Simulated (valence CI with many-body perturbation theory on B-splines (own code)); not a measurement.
# Br XXIII: electric-dipole lines

Calculated by configuration interaction combined with many-body perturbation theory (CI+MBPT): three valence electrons over a frozen Dirac-Fock core [Ne], a basis of 11 s, 11 p, 10 d, 8 f, 5 g, 2 h functions for each j, with the one-electron correlation potential Σ1 (screened to all orders), the two-electron term Σ2, the three-electron term Σ3, Breit, model QED; selected single and double excitations, second order for the rest, scaled by the run's own slope (own B-spline code, finite nucleus).

No measured levels were compared; by estimate levels of excited configurations hold to 0.05 to 0.15 % of their energy, terms of the ground configuration to about 0.5 %.

Lines 1 to 50 of 575 in falling wavelength, among levels below 35.285 Ry, chosen from the strongest by gf and those to the six lowest levels. Wavelengths and rates use the calculated energies, so an error of 500 cm⁻¹ moves a line at 519.2 Å by 0.26 % and its rate by three times that or more. Electric multipoles are in the length gauge with retardation, E1 and E2 with the static RPA response of the core. Weak lines are less certain than strong ones. Lines between different terms over intervals too small for the method are left out, as are lines whose strength nearly cancels. The highest levels of a list are the least certain.

Names give the largest LS component (configuration and term), which can be under half, so a name can repeat, a term be missing and a line seem to break the LS rules; names also repeat where a configuration has a term twice. Letters in brackets count levels of one name in rising energy.

| λ vac (Å) | Upper | Lower | A (s⁻¹) | S (a.u.) with core polarisation | S without |
| --- | --- | --- | --- | --- | --- |
| 519.2 | 3s2 4p 2P°_1/2 | 3s2 4s 2S_1/2 | 2.88e+09 | 3.97e-01 | 3.99e-01 |
| 446.1 | 3s2 4p 2P°_3/2 | 3s2 4s 2S_1/2 | 4.43e+09 | 7.76e-01 | 7.78e-01 |
| 326.1 | 3s 3p2 4P_1/2 | 3s2 3p 2P°_3/2 | 5.86e+07 | 2.01e-03 | 2.07e-03 |
| 315.9 | 3p3 2D°_5/2 | 3s 3p2 2P_3/2 | 1.39e+09 | 1.30e-01 | 1.34e-01 |
| 285.1 | 3s 3p2 4P_3/2 | 3s2 3p 2P°_3/2 | 7.12e+07 | 3.25e-03 | 3.35e-03 |
| 283.6 | 3p2 3d 2G_7/2 | 3s 3p 3d 2F°_5/2 [b] | 1.97e+09 | 1.77e-01 | 1.83e-01 |
| 263.1 | 3p 3d2 2H°_9/2 | 3s 3d2 2G_9/2 | 2.18e+09 | 1.96e-01 | 2.02e-01 |
| 262.1 | 3p 3d2 2H°_9/2 | 3s 3d2 2G_7/2 | 3.63e+09 | 3.23e-01 | 3.32e-01 |
| 260.4 | 3s 3p2 4P_5/2 | 3s2 3p 2P°_3/2 | 5.09e+08 | 2.66e-02 | 2.75e-02 |
| 259.1 | 3p2 3d 4F_9/2 | 3s 3p 3d 2F°_7/2 [a] | 1.70e+09 | 1.46e-01 | 1.50e-01 |
| 255.4 | 3s 3p2 4P_1/2 | 3s2 3p 2P°_1/2 | 5.40e+08 | 8.89e-03 | 9.16e-03 |
| 255.0 | 3p 3d2 2G°_9/2 [a] | 3s 3d2 2F_7/2 | 1.38e+09 | 1.13e-01 | 1.16e-01 |
| 254.5 | 3p 3d2 4G°_5/2 | 3s 3d2 4F_3/2 | 5.16e+09 | 2.52e-01 | 2.59e-01 |
| 252.5 | 3p2 3d 2G_9/2 | 3s 3p 3d 2F°_7/2 [b] | 3.43e+09 | 2.72e-01 | 2.81e-01 |
| 247.3 | 3p 3d2 4G°_7/2 | 3s 3d2 4F_7/2 | 2.24e+09 | 1.34e-01 | 1.38e-01 |
| 242.6 | 3p 3d2 4G°_7/2 | 3s 3d2 4F_5/2 | 5.55e+09 | 3.13e-01 | 3.22e-01 |
| 240.4 | 3p 3d2 4F°_9/2 | 3s 3d2 2G_7/2 | 2.31e+09 | 1.59e-01 | 1.63e-01 |
| 235.5 | 3p 3d2 4G°_9/2 | 3s 3d2 4F_9/2 | 2.81e+09 | 1.81e-01 | 1.87e-01 |
| 230.8 | 3p 3d2 4G°_9/2 | 3s 3d2 4F_7/2 | 7.02e+09 | 4.26e-01 | 4.39e-01 |
| 229.5 | 3s 3p2 4P_3/2 | 3s2 3p 2P°_1/2 | 1.07e+07 | 2.55e-04 | 2.63e-04 |
| 225.2 | 3p2 3d 2F_7/2 [a] | 3s 3p 3d 4D°_5/2 | 2.90e+09 | 1.31e-01 | 1.35e-01 |
| 224.6 | 3p 3d2 2F°_5/2 [c] | 3s 3d2 2F_5/2 | 4.46e+09 | 1.50e-01 | 1.54e-01 |
| 223.6 | 3p2 3d 4F_3/2 | 3s 3p 3d 4D°_1/2 | 4.96e+09 | 1.09e-01 | 1.13e-01 |
| 221.9 | 3p3 2D°_3/2 | 3s 3p2 2D_3/2 | 2.48e+09 | 5.35e-02 | 5.52e-02 |
| 220.1 | 3p2 3d 2F_7/2 [b] | 3s 3p 3d 2D°_5/2 [b] | 4.30e+09 | 1.81e-01 | 1.87e-01 |
| 219.6 | 3p2 3d 2F_5/2 [b] | 3s 3p 3d 2F°_5/2 [b] | 3.07e+09 | 9.61e-02 | 9.90e-02 |
| 218.6 | 3p 3d2 2G°_9/2 [a] | 3s 3d2 2G_7/2 | 8.36e+09 | 4.31e-01 | 4.43e-01 |
| 216.7 | 3s 3p2 2D_3/2 | 3s2 3p 2P°_3/2 | 9.17e+07 | 1.84e-03 | 1.90e-03 |
| 216.3 | 3p2 3d 2F_5/2 [b] | 3s 3p 3d 2F°_7/2 [b] | 3.44e+09 | 1.03e-01 | 1.06e-01 |
| 215.1 | 3p3 2D°_5/2 | 3s 3p2 2D_5/2 | 5.00e+09 | 1.47e-01 | 1.52e-01 |
| 214.1 | 3p 3d2 4D°_3/2 [b] | 3s 3d2 2D_5/2 | 4.43e+09 | 8.58e-02 | 8.84e-02 |
| 213.1 | 3p2 3d 2G_9/2 | 3s 3p 3d 2F°_7/2 [a] | 7.70e+09 | 3.68e-01 | 3.78e-01 |
| 212.9 | 3p 3d2 2P°_3/2 [a] | 3s 3d2 2S_1/2 | 8.45e+09 | 1.61e-01 | 1.66e-01 |
| 212.0 | 3p 3d2 2F°_7/2 [a] | 3s 3d2 4F_9/2 | 5.79e+09 | 2.18e-01 | 2.24e-01 |
| 211.8 | 3p 3d2 4P°_3/2 | 3s 3d2 4P_5/2 | 7.97e+09 | 1.49e-01 | 1.54e-01 |
| 211.8 | 3p 3d2 4G°_11/2 | 3s 3d2 4F_9/2 | 1.37e+10 | 7.70e-01 | 7.93e-01 |
| 211.2 | 3p2 3d 2D_5/2 [b] | 3s 3p 3d 2P°_3/2 [b] | 3.10e+09 | 8.65e-02 | 8.92e-02 |
| 209.3 | 3p2 3d 2F_5/2 [a] | 3s 3p 3d 4D°_3/2 | 3.79e+09 | 1.03e-01 | 1.06e-01 |
| 209.3 | 3p 3d2 2H°_11/2 | 3s 3d2 2G_9/2 | 2.21e+10 | 1.20e+00 | 1.23e+00 |
| 208.5 | 3p 3d2 4P°_3/2 | 3s 3d2 4P_1/2 | 6.01e+09 | 1.08e-01 | 1.11e-01 |
| 207.9 | 3p2 3d 4F_9/2 | 3s 3p 3d 4D°_7/2 | 5.16e+09 | 2.29e-01 | 2.35e-01 |
| 205.6 | 3p 3d2 4D°_5/2 [a] | 3s 3d2 4P_3/2 | 4.45e+09 | 1.15e-01 | 1.18e-01 |
| 205.3 | 3s 3p2 2D_5/2 | 3s2 3p 2P°_3/2 | 3.69e+09 | 9.45e-02 | 9.75e-02 |
| 203.9 | 3p3 2D°_5/2 | 3s 3p2 2D_3/2 | 9.27e+08 | 2.32e-02 | 2.40e-02 |
| 203.9 | 3p 3d2 2F°_7/2 [c] | 3s 3d2 2F_7/2 | 3.07e+09 | 1.03e-01 | 1.06e-01 |
| 203.5 | 3p2 3d 4D_5/2 | 3s 3p 3d 4D°_5/2 | 3.87e+09 | 9.65e-02 | 9.94e-02 |
| 202.5 | 3p 3d2 4D°_7/2 [a] | 3s 3d2 4P_5/2 | 6.45e+09 | 2.11e-01 | 2.18e-01 |
| 201.4 | 3p 3d2 2F°_7/2 [c] | 3s 3d2 2F_5/2 | 1.09e+10 | 3.52e-01 | 3.62e-01 |
| 200.0 | 3p 3d2 4F°_3/2 | 3s 3d2 4F_3/2 | 7.26e+09 | 1.15e-01 | 1.18e-01 |
| 199.9 | 3p3 4S°_3/2 | 3s 3p2 2D_3/2 | 7.20e+08 | 1.14e-02 | 1.17e-02 |
